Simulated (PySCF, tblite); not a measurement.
Q: Give a GFN2-xTB geometry of `C#CCn1ncc(OC)n1`.

A: 
```xyz
17
C6H7N3O angstrom
C      3.1657    0.0869   -1.5310
C      2.5853   -0.5132   -0.6746
C      1.8472   -1.1991    0.3725
N      0.7787   -0.3764    0.8696
N      0.9202    0.4203    1.8956
C     -0.2420    1.0373    2.0218
C     -1.0860    0.5599    1.0005
O     -2.3538    0.9217    0.7770
C     -2.9748    0.2701   -0.3132
N     -0.4079   -0.3335    0.2892
H      3.6899    0.5975   -2.2827
H      2.5145   -1.4202    1.2106
H      1.4144   -2.1224   -0.0245
H     -0.4356    1.7527    2.7910
H     -2.4337    0.4685   -1.2419
H     -3.9839    0.6726   -0.3697
H     -3.0053   -0.8107   -0.1508
```

Orientation and origin are arbitrary. Atoms count from 1 in this order. The 3 C–N bonds span 1.322 Å (N5–C6, aromatic) to 1.437 Å (C3–N4, drawn single), a spread of 0.115 Å. The 3 C–C bonds span 1.196 Å (C1≡C2, drawn triple) to 1.453 Å (C2–C3, drawn single), a spread of 0.257 Å. The C–O distances run from 1.337 Å (C7–O8, drawn single) to 1.414 Å (O8–C9, drawn single), a spread of 0.077 Å. Of the pairs four or more bonds apart, N10···H15 is among the closest relative to their van der Waals radii: 2.66 Å, 97 % of the sum of Bondi's values.

Bonds between heavy atoms (Å): C1≡C2 1.196, C2–C3 1.453, C3–N4 1.437, N4–N5 1.307, N5–C6 1.322, C6–C7 1.408, C7–O8 1.337, O8–C9 1.414, C7–N10 1.328, N4–N10 1.322.

The geometry is computed with GFN2-xTB (gas phase).

Point group: C1 (no symmetry element, even within 0.4 Å). Its GFN2-xTB frequencies are all real (lowest 25 cm⁻¹). One conformer, not necessarily the lowest (C2–C3–N4–N5 -92°, C6–C7–O8–C9 -179°).
